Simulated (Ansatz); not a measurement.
`OB([SiH3])Cl` + `O[Si]O[SiH3]` → `[SiH3]O[Si]O[SiH3]` + `OBCl`  (cleavage of the Si–B bond)

Program: Ansatz. Geometries: PBE0-D4/def2-TZVP. ΔE: electronic, gas phase. CCSD(T)/CBS adds triple-zeta CCSD(T) − MP2 to the extrapolated MP2 energy (def2 sets, frozen cores). This one scheme is used for every species. Functionals use def2-TZVPP. One conformer a species, not always the lowest.

`OB([SiH3])Cl`:

```xyz
8

O    -0.285    1.803   -0.311
B    -0.404    0.619    0.311
Si    0.553   -1.036   -0.352
Cl   -1.431    0.501    1.758
H    -0.790    2.514    0.100
H     1.371   -0.760   -1.562
H    -0.451   -2.086   -0.671
H     1.438   -1.555    0.726
```

`O[Si]O[SiH3]`:

Cartesian coordinates in Å:
```
O 2.364 -1.219 -0.818
Si 1.186 -0.233 -1.400
O 0.199 -0.095 -0.077
Si -1.198 0.611 0.431
H 2.297 -1.523 0.093
H -2.149 -0.450 0.843
H -1.801 1.421 -0.661
H -0.898 1.488 1.589
```

`[SiH3]O[Si]O[SiH3]`:

```xyz
11

Si    1.795    1.385    1.801
O     0.786    0.502    0.852
Si    0.023   -0.932    0.624
O    -0.781   -0.624   -0.772
Si   -1.799   -1.199   -1.926
H     2.236    0.589    2.976
H     1.076    2.596    2.268
H     2.980    1.782    1.002
H    -3.012   -0.346   -1.964
H    -2.192   -2.601   -1.624
H    -1.111   -1.153   -3.239
```

`OBCl`:

```xyz
5

O     0.724    0.057    0.774
B    -0.059    0.295   -0.286
Cl   -1.281   -0.874   -0.797
H     0.551   -0.787    1.205
H     0.065    1.308   -0.897
```

CCSD(T)/CBS gives -27.2 kcal/mol.

Task: Another level gave -26.0 kcal/mol. Which?
A. r2SCAN0/def2-TZVPP
B. revPBE-D4/def2-TZVPP
C. BLYP-D4/def2-TZVPP
D. B2PLYP/def2-TZVPP

Result: C. BLYP-D4 -26.0, r2SCAN0 -27.0, B2PLYP -28.3, revPBE-D4 -21.8 kcal/mol.

Largest T1 diagnostic among the species: 0.014.

From r2SCAN to r2SCAN0 (25 % exact exchange), in def2-TZVPP and without D4, ΔE moves by −1.0 kcal/mol. At CCSD(T), def2-SVP lies +2.1 kcal/mol from the extrapolated value and def2-TZVPP +0.1 kcal/mol. Leaving LDA and LC-ωPBE aside and taking each functional with its dispersion term where it has one, the values, not all of them listed here, spread over 8.6 kcal/mol, from BHLYP-D4 to PBE-D4.
